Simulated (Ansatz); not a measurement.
The cluster H₂Au₃⁺ was relaxed with PBE-D4 (def2-TZVP) in Ansatz in these states: charge +1 quintet, charge +1 singlet, charge +1 triplet. The geometries follow in no particular order.

In the def2 sets Au takes a core potential; there is no spin–orbit coupling.

A:

```xyz
5

Au    0.9974    0.2778    1.0923
Au   -1.4554   -1.0862   -0.0743
Au   -0.1603    0.6363   -1.6950
H    -0.3726   -0.8206    1.1916
H     0.9908    0.9928   -0.5146
```

B:

```xyz
5

Au   -0.009    0.089    0.067
Au   -1.615   -1.039    1.848
Au    1.545    1.704   -1.346
H    -0.223   -1.410    1.047
H     0.302    0.657   -1.616
```

C:

```xyz
5

Au    0.0130   -0.0040   -0.0097
Au   -1.4871   -3.1552   -0.6738
Au    1.4649    3.1622    0.6895
H    -0.7257   -1.5573   -0.3436
H     0.7350    1.5543    0.3375
```

Task: Judge from the bond lengths which geometry belongs to which state (an estimate).

Result: A is the charge +1 triplet (Au1–Au3 3.039 Å, Au1–Au2 3.039 Å, Au2–H4 1.687 Å); B is the charge +1 singlet (Au1–Au3 2.650 Å, Au1–Au2 2.650 Å, Au2–H4 1.648 Å); C is the charge +1 quintet (Au1–Au3 3.553 Å, Au1–Au2 3.553 Å, Au2–H4 1.801 Å).
